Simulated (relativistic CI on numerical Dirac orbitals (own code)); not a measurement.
Radial parameters of Fe⁹⁺

These numbers are calculated, not measured: Dirac-Coulomb-Breit CI, KLI orbitals optimised for each configuration, QED by a radiative potential, unscaled Slater integrals (own radial code, finite nucleus).

Slater integrals F^k, G^k are unscaled and averaged over j, outside the closed core [Ne]; ζ comes from projecting the Hamiltonian with its Breit term on Σ l·s of the shell.

- 3s2 3p5: ζ(3p) = 10552 cm⁻¹; <r>(3p) = 0.7454, <r^2>(3p) = 0.6414 (bohr units).
- 3s2 3p4 3d: F^2(3p,3p) = 134540, ζ(3p) = 10560, F^2(3p,3d) = 131790, G^1(3p,3d) = 155070, G^3(3p,3d) = 98970, ζ(3d) = 803.38 cm⁻¹; <r>(3p) = 0.7461, <r^2>(3p) = 0.6425, <r>(3d) = 0.726, <r^2>(3d) = 0.6208 (bohr units).
- 3s 3p5 3d: G^1(3s,3p) = 176590, ζ(3p) = 10545, G^2(3s,3d) = 120030, F^2(3p,3d) = 131620, G^1(3p,3d) = 154930, G^3(3p,3d) = 98849, ζ(3d) = 830.77 cm⁻¹; <r>(3s) = 0.7382, <r^2>(3s) = 0.6208, <r>(3p) = 0.7468, <r^2>(3p) = 0.6438, <r>(3d) = 0.7271, <r^2>(3d) = 0.6229 (bohr units).

Averages of the first 10 configurations, taken without configuration mixing, which lowers the lowest level and can move excited configurations by several eV; other configurations of the list can lie among them:

```tsv
Configuration	Parity	States	Average energy above the lowest level (eV)
3s2 3p5	odd	6	5.3
3s 3p6	even	2	49.5
3s2 3p4 3d	even	150	60.9
3s 3p5 3d	odd	120	102.4
3p6 3d	even	10	149.9
3s 3p4 3d2	even	1350	157.1
3s2 3p4 4s	even	30	134.5
3s2 3p4 4p	odd	90	147.4
3s2 3p3 3d 4p	even	1200	203.4
3p6 4s	even	2	225.4
```
